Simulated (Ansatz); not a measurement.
Z-matrix (Å, degrees):
```
Si
O 1 1.623
F 1 1.589 2 107.7
H 1 1.476 2 109.9 3 117.4
H 1 1.476 2 109.3 3 -117.1
Si 2 1.601 1 165.5 3 -149.5
F 6 1.580 2 109.2 1 -81.5
F 6 1.580 2 109.6 1 35.4
H 6 1.463 2 111.6 1 157.1
```

Charge 0, multiplicity 1.

(1) List the r2SCAN/def2-TZVPP orbital energies in eV (Ansatz). (Estimate.)

## Answers

(1) The calculation gave: Occupied: -1793.50, -1792.87, -666.63, -666.62, -666.43, -516.76, -143.67, -143.12, -98.58, -98.57, -98.49, -98.04, -98.00, -97.93, -32.09, -31.60, -31.59, -27.20, -16.15, -14.13, -13.05, -12.86, -12.42, -11.84, -11.70, -11.50, -11.17, -10.81, -10.56, -10.07, -10.01, -9.38, -8.48. Lowest empty: -0.10, 0.17, 0.80, 1.02, 1.55, 2.30, 2.63, 2.94.
